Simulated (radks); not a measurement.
Effect of the nuclear size on neutral gadolinium, [Xe] 4f7 5d1 6s2. Method: Dirac Kohn-Sham, PBE, spin-unpolarised, spherical densities, finite nucleus; open shells are shared between the two j in proportion to 2j + 1; Fermi nuclear charge, rms radius 5.1569 fm; computed with a radial shooting solver on a logarithmic mesh with Libxc functionals. The rms radius is varied about that value; shifts are against it.

rms radius (fm)  total energy shift (eV)  density at nucleus (e/bohr^3)  1s1/2 shift (meV)  2s1/2 shift (meV)  5s1/2 shift (meV)  5p1/2 shift (meV)  6s1/2 shift (meV)  5d5/2 shift (meV)  6p1/2 (empty) shift (meV)
4.239                              -6.89                      6.607e+05              -2840               -365              -2.80              0.356             -0.154              0.225                      0.101
4.7753                             -2.99                      6.409e+05              -1230               -158              -1.22              0.154             -0.067              0.098                      0.044
5.1569                                 0                      6.285e+05              0.000              0.000              0.000              0.000              0.000              0.000                      0.000
5.652                               4.13                       6.14e+05               1700                219               1.68             -0.213              0.092             -0.135                     -0.060
5.8015                              5.43                      6.099e+05               2240                288               2.21             -0.280              0.121             -0.177                     -0.079

Slopes of the eigenvalues against <r^2> in GHz/fm^2, as finite differences over the two radii next to the reference (eigenvalue slopes, not the field-shift constants of lines): 1s1/2 77500, 2s1/2 9980, 5s1/2 76.6, 5p1/2 -9.71, 6s1/2 4.20, 5d5/2 -6.15, 6p1/2 (empty) -2.75.
